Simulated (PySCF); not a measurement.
# Radial density of Zr²⁺ (zirconium, charge +2)

M06-L, [Kr] 4d2, high-spin 3F determinant. Calculation: PySCF 2.14, in def2-TZVP with the def2 core potential (28 electrons) (6s4p3d1f, 40 functions); a scalar-relativistic core potential. This is the valence pseudo-density: the core potential removes the inner electrons and smooths the orbitals near the nucleus.

| r (bohr) | 4πr²ρ (e/bohr) | 4πr²(ρα − ρβ) |
| --- | --- | --- |
| 0.0483 | 1.181e-05 | 0.0000 |
| 0.0812 | 4.789e-05 | 0.0000 |
| 0.137 | 0.0002791 | 0.0000 |
| 0.230 | 0.002944 | 0.0003 |
| 0.386 | 0.07405 | 0.0070 |
| 0.650 | 1.990 | 0.1190 |
| 1.09 | 8.685 | 0.7849 |
| 1.84 | 3.905 | 1.0488 |
| 3.09 | 0.3816 | 0.2955 |
| 5.20 | 0.009005 | 0.0090 |
| 8.75 | 2.873e-05 | 0.0000 |

Energies and moments cover only the electrons outside the core potential.
